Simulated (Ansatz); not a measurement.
Basis-set series for BGeH5SSe. Charge 0, multiplicity 1. The bonds changed during the relaxation, so this is another structure than the one it started from. All single points use the PBE0-D4/def2-TZVP geometry. It is one conformer, not always the lowest.

```xyz
9

B    -0.631    0.777   -0.953
Ge    1.037    0.155    0.062
S    -0.638   -1.169   -1.183
Se    1.062   -0.609    2.276
H    -1.515    1.205   -0.276
H    -0.339    1.284   -1.996
H     2.334   -0.417   -0.541
H    -1.269   -1.508   -0.046
H    -0.042    0.282    2.659
```

| functional | basis | functions | energy (Eh) | HOMO (eV) | LUMO (eV) |
| --- | --- | --- | --- | --- | --- |
| PBE0-D4 | def2-TZVPP | 239 | -4903.95260 | -6.97 | -1.49 |
| PBE0-D4 | def2-QZVPP | 455 | -4904.06133 | -6.98 | -1.55 |
| ωB97M-V | def2-TZVPP | 239 | -4904.36473 | -8.95 | 0.32 |
| ωB97M-V | def2-QZVPP | 455 | -4904.46990 | -8.96 | 0.19 |

Problem. Give the rows for def2-SVP. (Estimate.)

Solution. Computed: 
| functional | basis | functions | energy (Eh) | HOMO (eV) | LUMO (eV) |
| --- | --- | --- | --- | --- | --- |
| PBE0-D4 | def2-SVP | 121 | -4903.22892 | -6.93 | -1.37 |
| ωB97M-V | def2-SVP | 121 | -4903.64137 | -8.88 | 0.51 |

Positive LUMOs are unbound and depend on the basis. Scalar relativity is left out up to krypton.
